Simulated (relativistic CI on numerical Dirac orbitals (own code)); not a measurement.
Calculated at this level of theory: Dirac-Coulomb-Breit CI, KLI orbitals optimised for each configuration, model QED (radiative potential, 1s self-energy scaled to tabulated hydrogen-like ionisation energies), unscaled Slater integrals (own radial code, finite nucleus).

The strongest absorption lines from the ground level of an ion, among the configurations computed and to levels below about 17400 eV (vacuum wavelength in Å, gf): 0.7429 (0.24), 0.9415 (0.28), 0.9578 (1.1), 0.9858 (0.32), 1.0195 (0.034), 5.2703 (0.3).

(1) Which ion is it?
A. Au⁷³⁺
B. Ho⁶¹⁺
C. At⁷⁹⁺
D. Ta⁶⁷⁺

Results:

(1) A. Au⁷³⁺ has 6 electrons and the ground level 2s²2p² ³P0; the strongest line goes to 2s²2p3d ³D°1. The pattern of lines fixes the number of electrons, and along that sequence the line energies rise steadily with the charge (about as its square where n changes within one kind of shell, about linearly where n is kept but much faster in heavy ions where fine structure, which grows about as Z⁴, sets the gap, and irregularly where shells cross), which fixes Z. Configurations outside the model, such as inner-shell arrays, can give stronger lines. At this charge energies of transitions that change n are usually good to better than 1 %, and those within a shell (Δn = 0) to a few per cent.

LS names give the leading component of a level, which can be under half, so a name can repeat, a term be missing and a line seem to break the LS rules.
